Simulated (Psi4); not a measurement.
stibine (H3Sb), singlet, at a GFN2-xTB geometry (core potentials on Sb). Base run: HF/def2-SV(P) in Psi4.

Psi4 was given this input:
```
memory 2 GB

molecule mol {
0 1
  Sb   -0.001272   -0.000203    0.055059
  H    -0.864708   -1.029536   -0.960299
  H    -0.429639    1.287814   -0.941691
  H     1.359221   -0.247911   -0.906033
}

set basis def2-sv(p)
set reference rhf
set stability_analysis check
set scf_type pk

energy('scf')
print_variables()
```

The bond that is stretched is that between atoms 4 and 1. A test that says stable can miss a lower solution.

The base run was repeated with changes; each row names its change, and settings that it needs were set with it.

```
change                                                     ΔE vs base (eV)  <S^2>
---------------------------------------------------------  ---------------  -----
base                                                                  0.00  0.000
stability_analysis = follow; reference = uhf                          0.00  0.000
bond × 1.25                                                           0.73  0.000
stability_analysis = follow; reference = uhf; bond × 1.25             0.73  0.000
bond × 1.5                                                            2.03  0.000
stability_analysis = follow; reference = uhf; bond × 1.5              1.58  0.641
bond × 1.8                                                            3.43  0.000
stability_analysis = follow; reference = uhf; bond × 1.8              1.87  0.913
bond × 2.2                                                            4.81  0.000
stability_analysis = follow; reference = uhf; bond × 2.2              1.95  0.996
bond × 3.0                                                            6.30  0.000
stability_analysis = follow; reference = uhf; bond × 3.0              1.96  1.013
```

Psi4 reported an instability in these rows: stability_analysis = follow; reference = uhf; bond × 1.5; stability_analysis = follow; reference = uhf; bond × 1.8; stability_analysis = follow; reference = uhf; bond × 2.2; stability_analysis = follow; reference = uhf; bond × 3.0 (restricted rows aren't judged here).

Where a bond breaks into two radicals, a solution with restricted orbitals usually stops being the lowest and lies too high; an unrestricted one lies lower at the price of spin contamination, which <S^2> shows.
